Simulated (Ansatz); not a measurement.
`BCOC[SiH3]` and `C#COC[SiH3]` differ in one atom or group.

Ansatz, PBE0-D4/def2-TZVP geometries, multiplicity 1. Each molecule was computed in one conformer, which needn't be the lowest.

```
                                        property  `BCOC[SiH3]`
             HOMO–LUMO gap (PBE/def2-TZVPP) / eV          3.28
size of the dipole moment (B3LYP/def2-TZVPP) / D          1.31
             LUMO energy (B3LYP/def2-TZVPP) / eV         -1.68
  size of the dipole moment (PBE/def2-TZVPP) / D          1.28
         HOMO–LUMO gap (ωB97M-V/def2-TZVPP) / eV         10.01
           LUMO energy (ωB97M-V/def2-TZVPP) / eV          0.49
```

(1) Give the same properties after the change, and the shifts. (Best estimate.)

## Answers

(1) Computed: 
```tsv
property	`C#COC[SiH3]`	shift
HOMO–LUMO gap (PBE/def2-TZVPP) / eV	5.24	1.96
size of the dipole moment (B3LYP/def2-TZVPP) / D	1.75	0.44
LUMO energy (B3LYP/def2-TZVPP) / eV	0.11	1.79
size of the dipole moment (PBE/def2-TZVPP) / D	1.70	0.42
HOMO–LUMO gap (ωB97M-V/def2-TZVPP) / eV	11.15	1.14
LUMO energy (ωB97M-V/def2-TZVPP) / eV	1.91	1.42
```

With PBE0 the HOMO rises by 0.20 eV and the LUMO rises by 1.79 eV, so the gap widens by about 1.59 eV. PBE moves the HOMO by 0.04 eV and ωB97M-V by 0.28 eV. The zero-point energy changes by -75.0 kJ/mol with -9 modes. Dipoles are sizes alone; their direction can turn.

Positive LUMOs are unbound, so they and the gaps depend on the basis.

B3LYP here is the variant with VWN-RPA as its local correlation; programs differ in this.
